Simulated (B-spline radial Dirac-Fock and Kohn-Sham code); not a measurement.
Atomic tellurium: differential elastic cross section for positrons at 244 eV

Method: relativistic (Dirac) partial waves in the static field of the Dirac-Fock atom, without polarisation or absorption potentials. Computed with a radial finite-basis atomic code. Below a few hundred eV the neglected polarisation potential matters, most of all at small angles.

| θ (°) | dσ/dΩ (a₀²/sr) |
| --- | --- |
| 0 | 87.2 |
| 1 | 86.4 |
| 2 | 84.2 |
| 3 | 80.5 |
| 5 | 70.1 |
| 7 | 57.5 |
| 10 | 38.8 |
| 15 | 17.3 |
| 20 | 7.68 |
| 25 | 4.03 |
| 30 | 2.49 |
| 40 | 1.20 |
| 50 | 0.676 |
| 60 | 0.426 |
| 70 | 0.294 |
| 80 | 0.216 |
| 90 | 0.168 |
| 100 | 0.135 |
| 110 | 0.113 |
| 120 | 0.0976 |
| 130 | 0.0865 |
| 140 | 0.0785 |
| 150 | 0.0730 |
| 160 | 0.0693 |
| 170 | 0.0672 |
| 180 | 0.0665 |

The total elastic cross section is 16.3 a₀², the first transport cross section 2.48 a₀² and the second, weighted with (3/2) sin²θ, 4.43 a₀². The mean deflection is ⟨1 − cos θ⟩ = 0.152, and 4.0 % of the collisions scatter beyond 90°.
